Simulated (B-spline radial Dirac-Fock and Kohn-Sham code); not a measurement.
**Binding energies of Pr⁵⁷⁺**

System: Pr⁵⁷⁺, configuration 1s2; nuclear rms radius 4.8919 fm (A = 141).

Input of the calculation (task.json; shells as n, l, electrons):

```json
{"items": [{
  "Z": 59,
  "q": 57,
  "cfg": [[1, 0, 2]],
  "A": 141,
  "rrms": 4.8919,
  "do": ["binding"]
}]}
```

Run with: `python xray_run.py task.json out`

Method: Dirac-Fock (average of configuration) total-energy differences with a finite nucleus, the Breit interaction including its frequency dependence, and self-energy and vacuum-polarisation corrections. Computed with a radial atomic solver. Correlation and solid-state effects are left out. Energies are counted from the vacuum level.

All terms are in eV, carry their sign (relaxation lowers the binding energy) and add up to the binding energy; ⟨r⟩ is the mean radius of the orbital in the initial state.

```csv
subshell,−ε (Koopmans),relaxation,Gaunt,retardation,QED,binding energy,⟨r⟩ (bohr)
K (1s),48705.5,-1.80,-77.68,0.00,-57.37,48568.7,0.024
```

For the deepest level, K (1s), the Breit terms make up -0.160 % of the binding energy, QED -0.118 % and orbital relaxation -0.004 %.

Going to the tabulated ground configuration of the next ion removes an electron from K (1s), computed at 48568.7 eV. NIST lists 48571.71 ± 0.05 eV as the ionisation energy of this species (theoretical), +3.05 eV from the computed value.
